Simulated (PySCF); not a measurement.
Species: C6H9OSi (charge -1).
Bonds: C1–C2, C2–O3 (double), C2–C4, C4–C5, C5–C6, C6–C7 (triple), C7–Si8. Hydrogens: H9, H10, H11 on C1; H12, H13 on C4; H14, H15 on C5; H16, H17 on Si8.

Method used: PBE0-D3(BJ)/def2-SVP geometry optimisation, gas phase (PySCF).

(1) List the bond lengths, angles and torsions at this level.

Results:

(1) 
```csv
bond,length (pm)
C1–C2,151.4
C2=O3,121.2
C2–C4,150.6
C4–C5,155.0
C5–C6,145.3
C6≡C7,123.0
C7–Si8,189.8
"C1–H9, C1–H10, C1–H11",110.0
"C4–H12, C4–H13",110.0
"C5–H14, C5–H15",110.7
"Si8–H16, Si8–H17",154.7
```

Bonds in one row agree within 1 pm and their mean is given. A selection of angles:
```csv
angle,degrees
C1–C2–O3,121.1
C1–C2–C4,116.3
O3–C2–C4,122.6
C2–C4–C5,111.6
C4–C5–C6,113.1
C5–C6–C7,176.5
C6–C7–Si8,172.3
```

Torsions: C1–C2–C4–C5 83° (synclinal); C2–C4–C5–C6 -177° (antiperiplanar). The mirror-image conformer, all signs reversed, is as good.

C2 (ketone carbonyl carbon) is planar (angles 122.6°, 121.1° and 116.3°, sum 360.0°, 0.01 Å off the plane of its three neighbours). Si8 (silicon bonded to C and 2 H) is pyramidal (angles 95.7°, 95.6° and 94.5°, sum 285.8°, 0.86 Å off the plane of its three neighbours). The C–C distances run from 1.230 Å (C6≡C7, drawn triple) to 1.550 Å (C4–C5, drawn single), a spread of 0.320 Å. Of the pairs four or more bonds apart, H10···H14 is among the closest relative to their van der Waals radii: 2.36 Å, 98 % of the sum of Bondi's values.

Point group: C1 (no symmetry element, even within 0.4 Å). Whether it is a minimum is left open (no frequencies). The geometry's basis has no diffuse functions, a weakness for an anion.
